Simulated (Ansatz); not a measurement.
Isolated molecules relaxed with PBE0-D4/def2-TZVP in Ansatz; ΔE leaves out vibrations. CBS: MP2 limit from def2 TZ/QZ plus the TZ coupled-cluster correction, frozen cores. Functionals use def2-TZVPP. B3LYP here is the variant with VWN-RPA as its local correlation; programs differ in this. One conformer a species, not always the lowest.

Consider the ligand exchange at the Si–C bond: `FC([SiH3])[SiH2][SiH3]` + `CBS` → `CBS[SiH3]` + `FC[SiH2][SiH3]`.

`FC([SiH3])[SiH2][SiH3]`:

Z-matrix (Å, degrees):
```
C
Si 1 1.894
Si 1 1.903 2 115.4
F 1 1.408 2 108.8 3 122.4
H 1 1.098 2 108.5 3 -121.3
H 2 1.485 1 109.8 3 -59.4
H 2 1.485 1 110.0 3 180.0
H 2 1.487 1 108.1 3 60.1
Si 3 2.341 1 111.8 2 63.1
H 3 1.489 1 109.0 2 -175.1
H 3 1.490 1 107.2 2 -57.9
H 9 1.486 3 110.5 1 55.3
H 9 1.487 3 110.6 1 -65.5
H 9 1.488 3 109.1 1 175.1
```

`CBS`:

Cartesian coordinates in Å:
```
C 1.028 -0.379 -0.116
B -0.496 -0.058 -0.086
S -1.072 1.422 0.723
H 1.361 -0.481 -1.155
H 1.204 -1.359 0.342
H 1.667 0.354 0.381
H -1.303 -0.780 -0.593
H -2.389 1.281 0.503
```

`CBS[SiH3]`:

```xyz
11

C    -0.141   -1.597   -1.540
B    -0.222   -0.444   -0.497
S     1.215    0.017    0.471
Si    0.354    1.608    1.630
H    -0.889   -2.361   -1.298
H     0.835   -2.077   -1.623
H    -0.429   -1.216   -2.527
H    -1.247    0.154   -0.323
H    -0.135    2.688    0.740
H     1.426    2.132    2.512
H    -0.767    1.096    2.455
```

`FC[SiH2][SiH3]`:

Z-matrix (Å, degrees):
```
C
Si 1 1.902
F 1 1.391 2 110.2
H 1 1.095 2 110.9 3 -119.8
H 1 1.095 2 111.5 3 120.0
Si 2 2.339 1 110.4 3 53.7
H 2 1.491 1 107.0 3 174.2
H 2 1.488 1 109.6 3 -68.4
H 6 1.486 2 110.7 1 -65.6
H 6 1.488 2 110.0 1 174.1
H 6 1.488 2 109.7 1 54.7
```

Is it downhill or uphill in electronic energy at CCSD(T)/CBS, and by how much? (Best estimate.)

Ansatz gave: Downhill: ΔE = -0.66 eV.

What do these levels give: PBE-D4, B3LYP-D4, ωB97M-V, PBE, HF/def2-TZVPP, MP2/def2-TZVPP, CCSD(T)/def2-TZVPP, HF/def2-QZVPP, MP2/def2-QZVPP, HF/CBS(def2), MP2/CBS(def2), CCSD/CBS(def2)? (Best estimate.)

The calculation gave: PBE-D4 -0.62, B3LYP-D4 -0.62, ωB97M-V -0.62, PBE -0.65, HF/def2-TZVPP -0.75, MP2/def2-TZVPP -0.69, CCSD(T)/def2-TZVPP -0.64, HF/def2-QZVPP -0.75, MP2/def2-QZVPP -0.71, HF/CBS(def2) -0.76, MP2/CBS(def2) -0.71, CCSD/CBS(def2) -0.67 eV.

Largest T1 diagnostic among the species: 0.013.

In def2-TZVPP, CCSD(T) changes the Hartree–Fock value by +0.12 eV (the triples alone add +0.01 eV) and MP2 by +0.06 eV. The D4 term adds +0.05 eV with B3LYP and +0.03 eV with PBE0; it sums over pairs of atoms, weighted by their polarisabilities, and B3LYP, whose exchange is more repulsive, gets the larger term.
